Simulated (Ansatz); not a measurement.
`N#C[Si](F)(F)Cl` + HCl → `F[Si](F)(Cl)Cl` + `C#N` at 500 K and 1 bar (ligand exchange at the Si–C bond).

Computed with Ansatz on PBE0-D4/def2-TZVP structures; ΔE is electronic, products minus reactants. CBS: MP2 limit from def2 TZ/QZ plus the TZ coupled-cluster correction, frozen cores. This one scheme is used for every species.

| species | CCSD(T)/CBS energy (Eh) | H − E (kJ/mol) | S (J/(mol·K)) |
| --- | --- | --- | --- |
| `N#C[Si](F)(F)Cl` | -1041.37860 | 85.0 | 397.8 |
| HCl | -460.38127 | 32.5 | 201.9 |
| `F[Si](F)(Cl)Cl` | -1408.46553 | 61.7 | 369.0 |
| `C#N` | -93.32098 | 60.1 | 220.8 |

H − E and S are ideal-gas, rigid-rotor, harmonic terms from PBE0-D4/def2-TZVP. 1 Eh = 2625.50 kJ/mol, R = 8.31446 J/(mol·K).

Problem. By hand: ΔE, ΔH, ΔS and ΔG.

Solution. ΔE = (-1408.46553) + (-93.32098) − (-1041.37860) − (-460.38127) = -0.02664 Eh = -69.9 kJ/mol. Δ(H − E) = 61.7 + 60.1 − 85.0 − 32.5 = 4.3, so ΔH = -65.6 kJ/mol. ΔS = 369.0 + 220.8 − 397.8 − 201.9 = -9.9 J/(mol·K). ΔG = -65.6 − 500 × (-9.9)/1000 = -60.6 kJ/mol.

Problem. By hand: the equilibrium constant, and the temperature at which ΔG would vanish if ΔH and ΔS stayed fixed.

Solution. log₁₀ K = −ΔG/(RT ln 10) = 6.3. ΔG = 0 at ΔH/ΔS = 6626 K, far beyond where these terms or the molecules hold.

The number of gas molecules stays the same, so ΔS is small and ΔH decides. A doubt of 5 kJ/mol in ΔE shifts log₁₀ K by 0.5 here. These are equilibria of isolated gas molecules and say nothing of rates. Largest T1 diagnostic: 0.014 (customary marks: 0.02 for closed shells, 0.045 for open ones).
